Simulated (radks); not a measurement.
Pb, configuration [Hg] 6p1 7f1 (not the ground configuration). Calculated with a radial shooting solver on a logarithmic mesh with Libxc functionals: Dirac Kohn-Sham, PBE, spin-unpolarised, spherical densities, finite nucleus; open shells are shared between the two j in proportion to 2j + 1; Fermi nuclear charge, rms radius 5.5012 fm. Some entries of the table are withheld. Estimate them.

orbital,occ.,eigenvalue (eV),<1/r> (bohr^-1)
1s1/2,2,-87924.19,101.2
2s1/2,2,-15719.33,(1)
2p1/2,2,(2),(3)
2p3/2,4,(4),(5)
3s1/2,2,-3778.200,9.185
3p1/2,2,-3498.378,(6)
3p3/2,4,-3009.928,(7)
3d3/2,4,-2547.436,7.680
3d5/2,6,-2443.479,7.387
4s1/2,2,-860.5560,3.901
4p1/2,2,-739.1408,3.792
4p3/2,4,-619.5831,3.336
4d3/2,4,-421.1944,(8)
4d5/2,6,-398.8765,(9)
5s1/2,2,-150.4313,1.619
4f5/2,6,-142.0953,2.696
4f7/2,8,-137.0642,2.656
5p1/2,2,-108.9820,1.496
5p3/2,4,-86.6531,1.328
5d3/2,4,-29.4996,1.034
5d5/2,6,-26.9065,0.9939
6s1/2,2,-18.3117,0.5710
6p1/2,0.333333,-10.3617,0.4580
6p3/2,0.666667,-8.5159,0.4019
7f5/2,0.428571,-0.2874,0.03242
7f7/2,0.571429,-0.2874,0.03243

Answer. 
(1) 2s1/2 <1/r> (bohr^-1): 25.04
(2) 2p1/2 eigenvalue (eV): -15102.80
(3) 2p1/2 <1/r> (bohr^-1): 25.01
(4) 2p3/2 eigenvalue (eV): -12913.53
(5) 2p3/2 <1/r> (bohr^-1): 19.97
(6) 3p1/2 <1/r> (bohr^-1): 9.099
(7) 3p3/2 <1/r> (bohr^-1): 7.780
(8) 4d3/2 <1/r> (bohr^-1): 3.139
(9) 4d5/2 <1/r> (bohr^-1): 3.036
